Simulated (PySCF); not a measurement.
SMILES N#Cc1cccs1 (C₅H₃NS) (B3LYP/def2-SVP optimised geometry):

```
10

N     -2.291    -2.703     0.000
C     -1.577    -1.786     0.000
C     -0.707    -0.665     0.000
C      0.677    -0.665     0.000
C      1.222     0.647     0.000
C      0.252     1.623     0.000
S     -1.339     0.964     0.000
H      1.266    -1.582     0.000
H      2.291     0.863     0.000
H      0.390     2.703     0.000
```

Level of theory: B3LYP/def2-TZVP run with PySCF.

Q: What are the frontier orbital energies and the dipole moment?

A: HOMO-2 -9.37 eV, HOMO-1 -7.83 eV, HOMO -7.25 eV, LUMO -2.03 eV, LUMO+1 -0.44 eV; dipole moment 4.89 D.

Meta-Löwdin charges at B3LYP/def2-TZVP: N1 -0.22, C2 0.10, C3 -0.16, C4 -0.11, C5 -0.14, C6 -0.24, S7 0.34, H8 0.14, H9 0.14, H10 0.15.
